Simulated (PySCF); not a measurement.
PySCF job for C4H7FO, SMILES C[C@@]1(F)CCO1, C-PCM-PBE0/def2-SVP. The structure is a stationary point at r2SCAN-D4/def2-SVP. The structure was generated by enumeration; whether it is a known compound was not checked.

```python
import numpy as np
from pyscf import gto, scf, dft
from pyscf.solvent import pcm

mol = gto.M(
    atom='''
    C     1.71097759   -0.50273486    0.17115206
    C     0.34810357    0.12264440    0.07001101
    F     0.45057264    1.43541146    0.50826342
    C    -0.49413705    0.04120575   -1.21209263
    C    -1.56044563   -0.55919216   -0.28582907
    O    -0.63483698   -0.55466568    0.82396310
    H     2.02721173   -0.48925370    1.22491392
    H     2.43839816    0.06641805   -0.42604662
    H     1.68242067   -1.54434656   -0.17770311
    H    -0.71456818    1.02086447   -1.65705603
    H    -0.09900769   -0.64433335   -1.97501376
    H    -1.89827304   -1.58139592   -0.52450610
    H    -2.43963045    0.07913050   -0.09011204
    ''',
    basis='def2-SVP',
    charge=0,
    spin=0,
    max_memory=1600,
    verbose=3,
)
mf = dft.RKS(mol, xc='pbe0').density_fit(auxbasis='def2-universal-jkfit')
mf.grids.level = 3
mf.conv_tol = 1e-9
mf.max_cycle = 100
mf.kernel()
res = {}
for name, eps in {'water': 78.355, 'diethylether': 4.24, 'n-hexane': 1.8819}.items():
    s = mf.PCM()
    s.with_solvent.method, s.with_solvent.eps, s.with_solvent.lebedev_order = 'C-PCM', eps, 29
    s.kernel(mf.make_rdm1())
    res[name] = (s.e_tot, eps, s.dip_moment(), s.mo_energy, s.converged)
    print(f'{name}: electrostatic solvation free energy {(s.e_tot - mf.e_tot) * 627.509474:.3f} kcal/mol')
```

Output:

```
converged SCF energy = -331.073783542854

WARN: PCM is an experimental feature. It is still in testing.
Features and APIs may be changed in the future.

converged SCF energy = -331.081329525896
Dipole moment(X, Y, Z, Debye): -0.06894, -1.39890, -2.92466
water: electrostatic solvation free energy -4.735 kcal/mol

WARN: PCM is an experimental feature. It is still in testing.
Features and APIs may be changed in the future.

converged SCF energy = -331.079426617791
Dipole moment(X, Y, Z, Debye): -0.06427, -1.32589, -2.75730
diethylether: electrostatic solvation free energy -3.541 kcal/mol

WARN: PCM is an experimental feature. It is still in testing.
Features and APIs may be changed in the future.

converged SCF energy = -331.077100209824
Dipole moment(X, Y, Z, Debye): -0.05795, -1.24123, -2.56347
n-hexane: electrostatic solvation free energy -2.081 kcal/mol
```

The run converged.

Cost: roughly 80 core-seconds.
